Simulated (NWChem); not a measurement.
System: TeF2; SMILES F[Te]F

The following NWChem deck was run.

```
start job
memory heap 200 mb stack 900 mb global 1100 mb
geometry units angstroms noautosym nocenter noautoz
  Te     0.000000     0.000000     0.292498
  F     -1.432439     0.000000    -0.995507
  F      1.432439     0.000000    -0.995507
end
basis spherical
  * library def2-svpd
end
ecp
  Te library def2-ecp
end
dft
  xc pbe0
  iterations 150
end
property
  response 1 0.0
end
task dft property
```

Structure relaxed at the PBE0/def2-SVP level. Not confirmed as a minimum by frequencies. def2 effective core potentials on Te; no spin-orbit coupling.

Static field.

**Question.** Give the results of this calculation. (PBE0/def2-SVPD with def2 effective core potentials on Te.) Quantities: isotropic polarisability (bohr³); anisotropy (bohr³).

**Answer.** 
- isotropic polarisability (bohr³) = 38.7
- anisotropy (bohr³) = 2.3
